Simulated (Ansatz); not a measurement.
## Nudged elastic band run: CH₄Cl₂FGa

input.yaml

```yaml
crystal:
  periodic: [false, false, false]
  atoms:
    - { symbol: Ga, position_ang: [-1.069204, -0.481913, -0.942524] }
    - { symbol: F, position_ang: [-1.260663, -1.935632, 0.003047] }
    - { symbol: Cl, position_ang: [0.070783, -0.594331, -2.731473] }
    - { symbol: Cl, position_ang: [-2.323087, 1.173327, -0.508254] }
    - { symbol: H, position_ang: [0.314731, -0.536915, 1.052194] }
    - { symbol: C, position_ang: [0.900388, 0.371588, 0.831881] }
    - { symbol: H, position_ang: [0.410171, 1.250233, 1.267963] }
    - { symbol: H, position_ang: [1.894526, 0.221946, 1.275588] }
    - { symbol: H, position_ang: [1.062354, 0.531795, -0.248424] }
basis:
  gaussian: { orbitals: def2-SVP }
hamiltonian:
  xc: pbe0
  dispersion: d4
neb:
  order_check: false
  images: 7
  f_tol: 0.03
  max_iterations: 51
  final_atoms:
    - { symbol: Ga, position_ang: [-0.48495444, 0.11752034, -0.79854383] }
    - { symbol: F, position_ang: [-1.0074404, -1.68862722, 0.46272768] }
    - { symbol: Cl, position_ang: [-0.00491433, -0.96093523, -2.60062614] }
    - { symbol: Cl, position_ang: [-2.44511783, 1.01298363, -0.77629744] }
    - { symbol: H, position_ang: [-0.52423099, -1.67109955, 1.25633757] }
    - { symbol: C, position_ang: [0.90600094, 0.69767703, 0.44173095] }
    - { symbol: H, position_ang: [0.48948705, 0.95203083, 1.42812491] }
    - { symbol: H, position_ang: [1.69189614, -0.06533346, 0.548706] }
    - { symbol: H, position_ang: [1.37927287, 1.60588162, 0.03783829] }
  initial_path:
    images:
      - { positions_ang: [[-1.069204, -0.481913, -0.942524], [-1.260663, -1.935632, 0.003047], [0.070783, -0.594331, -2.731473], [-2.323087, 1.173327, -0.508254], [0.314731, -0.536915, 1.052194], [0.900388, 0.371588, 0.831881], [0.410171, 1.250233, 1.267963], [1.894526, 0.221946, 1.275588], [1.062354, 0.531795, -0.248424]] }
      - { positions_ang: [[-0.99843456, -0.38603189, -0.93892907], [-1.15303207, -1.85701402, 0.14153596], [0.05559662, -0.67634731, -2.71411425], [-2.36492726, 1.14977172, -0.57304119], [0.2259127, -0.58003092, 0.94917788], [0.87695816, 0.37924289, 0.78862787], [0.42056819, 1.1534619, 1.34687324], [1.84115528, 0.11074314, 1.17322789], [1.09620194, 0.70630248, -0.17336034]] }
      - { positions_ang: [[-0.92766512, -0.29015078, -0.93533414], [-1.04540113, -1.77839604, 0.28002492], [0.04041024, -0.75836363, -2.69675549], [-2.40676753, 1.12621645, -0.63782837], [0.13709441, -0.62314684, 0.84616176], [0.85352831, 0.38689778, 0.74537475], [0.43096539, 1.0566908, 1.42578349], [1.78778456, -0.00045972, 1.07086778], [1.13004987, 0.88080997, -0.09829669]] }
      - { positions_ang: [[-0.85689568, -0.19426966, -0.93173921], [-0.9377702, -1.69977806, 0.41851388], [0.02522386, -0.84037994, -2.67939674], [-2.44860779, 1.10266117, -0.70261556], [0.04827611, -0.66626276, 0.74314564], [0.83009847, 0.39455267, 0.70212162], [0.44136258, 0.95991971, 1.50469373], [1.73441384, -0.11166258, 0.96850767], [1.16389781, 1.05531745, -0.02323303]] }
      - { positions_ang: [[-0.78612624, -0.09838855, -0.92814428], [-0.83013926, -1.62116008, 0.55700284], [0.01003748, -0.92239625, -2.66203798], [-2.49044806, 1.0791059, -0.76740275], [-0.04054219, -0.70937868, 0.64012952], [0.80666862, 0.40220756, 0.65886849], [0.45175977, 0.86314861, 1.58360398], [1.68104312, -0.22286544, 0.86614756], [1.19774575, 1.22982494, 0.05183063]] }
      - { positions_ang: [[-0.71083329, -0.04441133, -0.89574417], [-0.87446455, -1.63802686, 0.53343405], [0.00629952, -0.93203099, -2.64668502], [-2.4791155, 1.06257533, -0.76962642], [-0.16146439, -0.94980889, 0.79418153], [0.8315017, 0.47607493, 0.60458411], [0.46119159, 0.88536917, 1.54473421], [1.68375637, -0.18348245, 0.78678717], [1.24312753, 1.32383911, 0.04833254]] }
      - { positions_ang: [[-0.63554034, 0.00956589, -0.86334405], [-0.91878983, -1.65489365, 0.50986526], [0.00256157, -0.94166574, -2.63133206], [-2.46778294, 1.04604477, -0.7718501], [-0.28238659, -1.19023911, 0.94823354], [0.85633478, 0.5499423, 0.55029972], [0.47062341, 0.90758972, 1.50586444], [1.68646963, -0.14409945, 0.70742678], [1.28850931, 1.41785328, 0.04483446]] }
      - { positions_ang: [[-0.56024739, 0.06354312, -0.83094394], [-0.96311512, -1.67176043, 0.48629647], [-0.00117638, -0.95130048, -2.6159791], [-2.45645039, 1.0295142, -0.77407377], [-0.40330879, -1.43066933, 1.10228556], [0.88116786, 0.62380966, 0.49601534], [0.48005523, 0.92981028, 1.46699467], [1.68918288, -0.10471646, 0.62806639], [1.33389109, 1.51186745, 0.04133638]] }
      - { positions_ang: [[-0.48495444, 0.11752034, -0.79854383], [-1.0074404, -1.68862722, 0.46272768], [-0.00491433, -0.96093523, -2.60062614], [-2.44511783, 1.01298363, -0.77629744], [-0.52423099, -1.67109955, 1.25633757], [0.90600094, 0.69767703, 0.44173095], [0.48948705, 0.95203083, 1.42812491], [1.69189614, -0.06533346, 0.548706], [1.37927287, 1.60588162, 0.03783829]] }
```

Run as:

```bash
$ ansatz run input.yaml --threads 2 --pin off --max-ram 3072MiB --backend cpu --events-out ev --progress --plain --runs-dir out
```

Output, in part (warnings, iteration lines, the closing report on the highest movable image, with atoms numbered from 0):

```
NEB end point (image 0): max|allowed force component| = 1.471e-2 eV/Å (the criterion of neb.relax_end_points is 1.000e-2)
NEB end point (image 8): max|allowed force component| = 3.037e-2 eV/Å (the criterion of neb.relax_end_points is 1.000e-2)
NEB iter   1: max|band force component| = 4.257e0 eV/Å  barrier→ = 1.6296 eV  barrier← = 1.0080 eV  Δτ_max = 0.2000 Å  (228 SCF iters)
NEB iter   2: max|band force component| = 1.526e0 eV/Å  barrier→ = 1.3410 eV  barrier← = 0.7194 eV  Δτ_max = 0.1152 Å  (202 SCF iters)
NEB iter   3: max|band force component| = 1.736e0 eV/Å  barrier→ = 1.2840 eV  barrier← = 0.6623 eV  Δτ_max = 0.0569 Å  (201 SCF iters)
NEB iter   4: max|band force component| = 3.604e-1 eV/Å  barrier→ = 1.2611 eV  barrier← = 0.6395 eV  CI = image 4  Δτ_max = 0.1140 Å  (203 SCF iters)
NEB iter   5: max|band force component| = 3.214e-1 eV/Å  barrier→ = 1.2875 eV  barrier← = 0.6658 eV  CI = image 4  Δτ_max = 0.0234 Å  (203 SCF iters)
NEB iter   6: max|band force component| = 5.696e-2 eV/Å  barrier→ = 1.2859 eV  barrier← = 0.6643 eV  CI = image 4  Δτ_max = 0.0435 Å  (199 SCF iters)
NEB iter   7: max|band force component| = 6.428e-2 eV/Å  barrier→ = 1.2837 eV  barrier← = 0.6620 eV  CI = image 4  Δτ_max = 0.0218 Å  (196 SCF iters)
NEB iter   8: max|band force component| = 4.807e-2 eV/Å  barrier→ = 1.2825 eV  barrier← = 0.6609 eV  CI = image 4  Δτ_max = 0.0435 Å  (197 SCF iters)
NEB iter   9: max|band force component| = 3.920e-2 eV/Å  barrier→ = 1.2798 eV  barrier← = 0.6582 eV  CI = image 4  Δτ_max = 0.0873 Å  (200 SCF iters)
NEB iter  10: max|band force component| = 5.941e-2 eV/Å  barrier→ = 1.2740 eV  barrier← = 0.6524 eV  CI = image 4  Δτ_max = 0.0436 Å  (196 SCF iters)
NEB iter  11: max|band force component| = 1.178e-1 eV/Å  barrier→ = 1.2711 eV  barrier← = 0.6495 eV  CI = image 4  Δτ_max = 0.0218 Å  (199 SCF iters)
NEB iter  12: max|band force component| = 7.684e-2 eV/Å  barrier→ = 1.2697 eV  barrier← = 0.6480 eV  CI = image 4  Δτ_max = 0.0436 Å  (198 SCF iters)
NEB iter  13: max|band force component| = 8.656e-2 eV/Å  barrier→ = 1.2669 eV  barrier← = 0.6452 eV  CI = image 4  Δτ_max = 0.0869 Å  (191 SCF iters)
NEB iter  14: max|band force component| = 9.696e-2 eV/Å  barrier→ = 1.2618 eV  barrier← = 0.6402 eV  CI = image 4  Δτ_max = 0.1520 Å  (200 SCF iters)
NEB iter  15: max|band force component| = 1.169e-1 eV/Å  barrier→ = 1.2566 eV  barrier← = 0.6350 eV  CI = image 4  Δτ_max = 0.0766 Å  (195 SCF iters)
NEB iter  16: max|band force component| = 7.777e-2 eV/Å  barrier→ = 1.2544 eV  barrier← = 0.6327 eV  CI = image 4  Δτ_max = 0.0758 Å  (200 SCF iters)
NEB iter  17: max|band force component| = 6.796e-2 eV/Å  barrier→ = 1.2533 eV  barrier← = 0.6317 eV  CI = image 4  Δτ_max = 0.0656 Å  (200 SCF iters)
NEB iter  18: max|band force component| = 7.160e-2 eV/Å  barrier→ = 1.2530 eV  barrier← = 0.6314 eV  CI = image 4  Δτ_max = 0.0325 Å  (201 SCF iters)
NEB iter  19: max|band force component| = 6.145e-2 eV/Å  barrier→ = 1.2528 eV  barrier← = 0.6311 eV  CI = image 4  Δτ_max = 0.0325 Å  (203 SCF iters)
NEB iter  20: max|band force component| = 1.737e-2 eV/Å  barrier→ = 1.2527 eV  barrier← = 0.6310 eV  CI = image 4  Δτ_max = 0.0000 Å  (375 SCF iters)
Total energy: -81209.14661952 eV, -2984.3810927309 hartree
Atom 0 at    -0.759895    -0.100927    -0.772017 Å, force    -0.000773     0.000927     0.000544 eV/Å
Atom 1 at    -0.662547    -1.688236     0.363429 Å, force     0.001210     0.000899     0.001118 eV/Å
Atom 2 at    -0.069557    -0.523812    -2.747311 Å, force    -0.000456     0.000179    -0.000241 eV/Å
Atom 3 at    -2.587362     0.958744    -0.464674 Å, force     0.000716    -0.000650    -0.000413 eV/Å
Atom 4 at     0.112142    -0.848162     0.673057 Å, force    -0.000665    -0.001311    -0.003123 eV/Å
Atom 5 at     0.769337     0.398913     0.592431 Å, force    -0.000368    -0.003116     0.001562 eV/Å
Atom 6 at     0.359062     1.320150     1.029570 Å, force     0.001082     0.001164    -0.000375 eV/Å
Atom 7 at     1.252834    -0.134585     1.435809 Å, force    -0.000421     0.001823     0.000849 eV/Å
Atom 8 at     1.585986     0.618013    -0.110296 Å, force    -0.000325     0.000084     0.000080 eV/Å
Dipole moment:     0.522764     0.195180     0.448016 e Å
```

The run converged. A vibrational analysis at the climbing image gives one clearly imaginary mode, 1079i cm⁻¹: a first-order saddle point. The orbitals stay closed-shell, which can raise the energy where a bond breaks towards radicals; this wasn't checked here.

Final band (atoms are numbered from 1 in the order of the input):

```tsv
image	path coordinate (Å)	energy (eV)	H5–C6 (Å)	Ga1–C6 (Å)	F2–H5 (Å)
0	0.00	0.00	1.10	2.79	2.35
1	0.50	0.01	1.10	2.81	2.34
2	1.00	0.08	1.11	2.68	2.03
3	1.49	0.53	1.14	2.36	1.64
4	1.99	1.25	1.41	2.11	1.18
5	2.73	0.75	2.12	1.98	0.94
6	3.47	0.65	2.87	1.96	0.93
7	4.21	0.63	2.97	1.95	0.93
8	4.96	0.62	2.88	1.95	0.93
```

The run took 7.4 min on 2 threads of Arm Neoverse V2, with other jobs on the host, peak memory 0.32 GiB.
